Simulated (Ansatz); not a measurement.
Stepwise reaction of `CC1=CC(C(F)(F)F)=[O+][Ti-]([F])([F])([F])[O]1` with hydrogen chloride, as a gas-phase model of exchange steps in deposition or etching. ΔE in kJ/mol.

Program: Ansatz. Geometries: PBE0-D4/def2-TZVP. ΔE: electronic, gas phase. CCSD(T)/CBS adds triple-zeta CCSD(T) − MP2 to the extrapolated MP2 energy (def2 sets, frozen cores). This one scheme is used for every species. Functionals use def2-TZVPP. B3LYP here is the variant with VWN-RPA as its local correlation; programs differ in this. For Ti outer-core shells are correlated without core-valence functions, which leaves a few kJ/mol of doubt a bond. Scalar relativity is left out up to krypton.

```
step                                                                                                            reaction  PBE-D4  B3LYP-D4  ωB97M-V  CCSD(T)/CBS
   2    `CC1=CC(C(F)(F)F)=[O+][Ti-]([F])([F])([Cl])[O]1` + HCl → `CC1=CC(C(F)(F)F)=[O+][Ti-]([F])([Cl])([Cl])[O]1` + H–F    28.5      30.7     36.4         23.1
   3  `CC1=CC(C(F)(F)F)=[O+][Ti-]([F])([Cl])([Cl])[O]1` + HCl → `CC1=CC(C(F)(F)F)=[O+][Ti-]([Cl])([Cl])([Cl])[O]1` + H–F    21.1      21.5     26.9          9.7
```

Task: Give the row of step 1, `CC1=CC(C(F)(F)F)=[O+][Ti-]([F])([F])([F])[O]1` + HCl → `CC1=CC(C(F)(F)F)=[O+][Ti-]([F])([F])([Cl])[O]1` + H–F. (An estimate is asked.)

Result: Ansatz gave: 
```json
{"step": "1", "reaction": "`CC1=CC(C(F)(F)F)=[O+][Ti-]([F])([F])([F])[O]1` + HCl → `CC1=CC(C(F)(F)F)=[O+][Ti-]([F])([F])([Cl])[O]1` + H–F", "PBE-D4": "23.0", "B3LYP-D4": "23.4", "ωB97M-V": "28.1", "CCSD(T)/CBS": "16.2"}
```

Task: By hand: ΔE of the 3 steps together at CCSD(T)/CBS.

Result: (16.2) + (23.1) + (9.7) = 49.0 kJ/mol, or 16.3 kJ/mol a step.

In ΔE step 3 is the lowest and step 2 the highest. All are uphill at CCSD(T)/CBS. PBE-D4 differs from CCSD(T)/CBS by 5.4 to 11.4 kJ/mol a step. Isolated molecules leave out the surface, adducts and barriers. Largest T1 diagnostic: 0.022.
